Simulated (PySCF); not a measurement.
Excitations are Tamm–Dancoff values on a coarser integration grid. The basis has no diffuse functions, so Rydberg states are missing or too high.

Z-matrix (Å, degrees):
```
C
C 1 1.4188
C 2 1.3936 1 116.66
C 3 1.4039 2 123.50 1 0.00
C 4 1.3841 3 119.71 2 0.00
H 4 1.0907 5 120.90 3 -180.00
H 5 1.0919 4 120.39 6 0.00
C 5 1.3967 7 121.03 4 -180.00
C 1 1.4389 2 129.36 3 180.00
C 9 1.3603 1 112.79 2 180.00
H 9 1.0891 10 123.14 1 -180.00
H 10 1.0897 9 127.19 11 0.00
S 10 1.7289 12 119.37 9 -180.00
Cl 3 1.7418 2 119.15 1 -180.00
Si 2 1.8876 3 119.55 4 -179.98
H 15 1.4919 2 110.60 3 -60.76
H 15 1.4919 16 109.48 2 -122.11
H 15 1.4926 16 108.43 17 -118.12
```
Charge 0, multiplicity 1.

Q: Give the LUMO, S1–T1 gap (TDA), T1 excitation (TDA), HOMO–LUMO gap and brightest of the four lowest singlets (TDA) at the level PBE0-D3(BJ)/def2-TZVP // PBE0-D3(BJ)/def2-SVP (PySCF).

A: 
```json
{
  "LUMO": "-1.36 eV",
  "S1–T1 gap (TDA)": "1.25 eV",
  "T1 excitation (TDA)": "3.27 eV",
  "HOMO–LUMO gap": "5.25 eV",
  "brightest of the four lowest singlets (TDA)": "5.62 eV"
}
```
